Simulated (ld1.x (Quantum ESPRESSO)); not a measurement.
# Before and after: RRKJ potential for Zr

zirconium (Zr), norm-conserving RRKJ (Kleinman–Bylander form), made with ld1.x (Quantum ESPRESSO) 7.5 (revPBE, scalar-relativistic). Core [Ar] 3d10, reference 4s2 4p6 4d2 5s0 5p0 (charge +2). Waves: 4s (bound): rc 2.00 bohr; 4p (bound): rc 2.05 bohr; 4d (bound): rc 2.80 bohr. Local part: all-electron potential smoothed inside 2.70 bohr (lloc = -1). Core correction: Bessel-smoothed model core inside 1.50 bohr. rho0 = 0.01.

Change: local potential the d channel.

Cutoffs: the cutoffs (Ry, on a coarse ladder) from which the occupation-weighted sum of valence levels, in a spherical-Bessel basis at the reference potential, stays within 10 and 1 mRy of its value at 400 Ry; they do not see the model core or the augmentation charge, which bear on the density cutoff. Errors are all-electron minus pseudo energies relative to the spin-unpolarised reference configuration.

Predict the effect on cutoff, ghosts and configuration errors.

The potential gets neither clearly harder nor softer (40 Ry and 45 Ry → 40 Ry and 45 Ry); of the 7 tests that both files solve, the error grows in 2 and shrinks in 5 by more than 15 % and 0.3 meV (median size 121.4 → 57.1 meV); the range in which the s phases agree widens (upper end -1.5 → 2.0); the range in which the p phases agree widens (upper end -1.0 → 2.4); neither file shows a bound ghost.

```tsv
quantity	base	changed
cutoff, loose	40 Ry	40 Ry
cutoff, tight	45 Ry	45 Ry
bound ghosts	none	none
error for 4s2 4p6 4d2 5s2 5p0, meV [ΔE -19.86 eV]	+242	-127
error for 4s2 4p6 4d2 5s1 5p0, meV [ΔE -12.80 eV]	+186	-65
error for 4s2 4p6 4d1 5s0 5p0, meV [ΔE 22.55 eV]	+54	+22
error for 4s2 4p6 4d3 5s0 5p0, meV [ΔE -12.47 eV]	+4.2	-5.0
error for 4s2 4p6 4d2 5s1 5p1, meV [ΔE -16.84 eV]	+69	-89
error for 4s2 4p6 4d2 5s0 5p1, meV [ΔE -9.12 eV]	-121	-36
error for 4s2 4p6 4d2 5s0 5p2, meV [ΔE -13.71 eV]	-165	-57
s: phases at 3.06 bohr within 0.05 rad from the reference energy up to (Ry; the scan ends near 5)	-1.5	2.0
p: phases at 3.06 bohr within 0.05 rad from the reference energy up to (Ry; the scan ends near 5)	-1.0	2.4
d: phases at 3.06 bohr within 0.05 rad from the reference energy up to (Ry; the scan ends near 5)	0.2	0.3
```
